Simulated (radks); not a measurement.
Species: Zn IX. Configuration: [Ar] 3d4 (the NIST ground configuration).

All-electron calculation, Dirac Kohn-Sham, PBE, spin-unpolarised, spherical densities, point nucleus; open shells fill j = l - 1/2 first. Program: a radial shooting solver on a logarithmic mesh with Libxc functionals.

Energy parts (eV):
| part | energy |
|---|---|
| total | -48236.763 |
| kinetic | 49160.761 |
| electron-nucleus | -112066.449 |
| Hartree | 16445.387 |
| exchange-correlation | -1776.461 |

Orbitals (lengths in bohr, moments of r in powers of bohr; r(max) is where P^2 peaks; r(90%) holds 90 % of the orbital's charge):
orbital	occ.	eigenvalue (eV)	r(90%)	r(max)	<r^4>
1s1/2	2	-9719.574	0.0899	0.03291	0.00002985
2s1/2	2	-1358.692	0.350	0.1893	0.006280
2p1/2	2	-1220.258	0.321	0.1503	0.004480
2p3/2	4	-1196.403	0.325	0.1531	0.004743
3s1/2	2	-309.6671	0.947	0.5730	0.3421
3p1/2	2	-264.7673	0.976	0.5656	0.3818
3p3/2	4	-261.0989	0.987	0.5725	0.3991
3d3/2	4	-186.2979	1.03	0.5075	0.4782
3d5/2	0	-185.7149	1.04	0.5094	0.4841

The highest occupied level is 3d3/2 at -186.30 eV. For comparison, the ionisation energy in NIST's Atomic Spectra Database is 203 eV (semi-empirical). In exact Kohn-Sham theory the highest level is minus the ionisation energy, but local and semilocal functionals leave it too shallow, through self-interaction and a potential that decays too fast; potentials with the right tail come closer. Summed over all electrons, <r^2> = 6.325 bohr^2, which gives a Langevin (diamagnetic) susceptibility term of -5.01 x 10^-6 cm^3/mol.

Beside tabulated values, note that spin-unpolarised runs miss the spin-polarisation part of the exchange energy of open shells.
